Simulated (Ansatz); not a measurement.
Computed with Ansatz on PBE0-D4/def2-TZVP structures; ΔE is electronic, products minus reactants. CBS: MP2 limit from def2 TZ/QZ plus the TZ coupled-cluster correction, frozen cores. This one scheme is used for every species, atoms too. Functionals use def2-TZVPP. No spin–orbit coupling; open shells (•) take unrestricted orbitals. Spin–orbit coupling would lower the free atoms: a little for Al, F, O, Si. One conformer a species, not always the lowest.

Reaction (atomization): `[OH][Al]([F])[SiH3]` → Al• + F• + 4 H• + O• + Si•

CCSD(T)/CBS gives +2740.8 kJ/mol.

Problem. Another level gave +2616.0 kJ/mol. Which?
A. CAM-B3LYP/def2-TZVPP
B. r2SCANh-D4/def2-TZVPP
C. revPBE/def2-TZVPP
D. revPBE-D4/def2-TZVPP

Solution. C. revPBE 2616.0, CAM-B3LYP 2715.5, r2SCANh-D4 2701.8, revPBE-D4 2650.7 kJ/mol.

Largest T1 diagnostic among the species: 0.018.

The D4 term adds +21.1 kJ/mol with B3LYP and +11.1 kJ/mol with PBE0; it sums over pairs of atoms, weighted by their polarisabilities, and B3LYP, whose exchange is more repulsive, gets the larger term. In def2-TZVPP, CCSD(T) changes the Hartree–Fock value by +642.8 kJ/mol (the triples alone add +33.7 kJ/mol) and MP2 by +692.8 kJ/mol; breaking electron pairs costs correlation energy, which Hartree–Fock lacks.

B3LYP here is the variant with VWN-RPA as its local correlation; programs differ in this.

For atomizations the MP2-based limit and the directly extrapolated one differ by several kJ/mol either way, and by 10 to 25 for some Ge, Se and Sn compounds, so smaller differences from it don't rank the levels.
